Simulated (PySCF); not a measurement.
## Calculated data, CH$_{4}$AlBO

Computed with PySCF 2.14.0. Calculation on a computer-drawn molecule: the log of a Hartree-Fock and frozen-core CCSD(T) single point meant for a local Hartree-Fock minimum, with one planted fault or none, to be diagnosed. Offsets are logged minus clean, where the clean run is the same molecule without the fault. The reference is restricted for singlets and unrestricted otherwise, and also for a bond in bohr or an excited solution. Adding or removing an electron swaps singlet and doublet. The excited solution moves the top pair (singlet) or top alpha electron (doublet) to the lowest empty orbital. Highest occupied and lowest empty are orbital energies over both spins, largest force is the largest gradient component, triples share is (T) over the correlation energy, the T1 limit is 0.02 restricted and 0.045 unrestricted, electrons count all cores, a negative frequency is imaginary (commonest isotopes), and the dipole is about the centre of nuclear charge.

```yaml
- formula: CH4AlBO
  logged_structure:
    atoms_angstrom:
      - [O, -1.9871, -1.5397, -1.3687]
      - [C, -1.247, -1.2008, -0.2872]
      - [B, -0.2152, -1.9359, 0.3405]
      - [Al, 1.3197, -2.8416, 1.4116]
      - [H, -2.6056, -0.855, -1.5672]
      - [H, -1.4688, -0.2334, 0.1678]
      - [H, 1.9389, -2.0902, 2.6579]
      - [H, 1.8603, -4.2637, 0.9847]
  given:
    meant_charge: 0
    meant_multiplicity: 1
    meant_basis: "cc-pV(D+d)Z"
    logged_electrons: 37
    logged_basis_functions: 85
    logged_SCF_converged: "yes"
    logged_spin_squared: 1.2222
    "logged_highest_occupied [eV]": -0.67878
    "logged_lowest_empty [eV]": 6.03
    "logged_largest_force [hartree/bohr]": 0.054255
    logged_T1_diagnostic: 0.048278
    logged_D1_diagnostic: 0.22781
    logged_triples_share: 0.033071
    logged_CC_converged: "yes"
    "logged_dipole_magnitude [debye]": 3.9844
    logged_SCF_stable_within_its_kind: "yes"
    "logged_energy_HF [hartree]": -381.55223
    "logged_energy_CCSD(T) [hartree]": -382.07533
    possible_faults: "no fault, one electron removed, one electron added, multiplicity raised by two, geometry at a saddle point, SCF held on an excited solution, minimal basis STO-3G, one bond length entered in bohr, all coordinates scaled"
    drawn_bonds_atom: [1, 2, 3, 1, 2, 4, 4]
    drawn_bonds_other_atom: [2, 3, 4, 5, 6, 7, 8]
    drawn_bonds_order: [1, 2, 1, 1, 1, 1, 1]
  results: {}
  notes: ["T1 above single-reference limit"]
```

To be estimated
1. Which fault was planted in the run of CH$_{4}$AlBO?

Answers
1. one electron added

Further results for CH$_{4}$AlBO:

| Quantity | Value |
| --- | --- |
| HF energy offset from clean run | 13.07 kcal/mol |
| CCSD(T) energy offset from clean run | 4.998 kcal/mol |
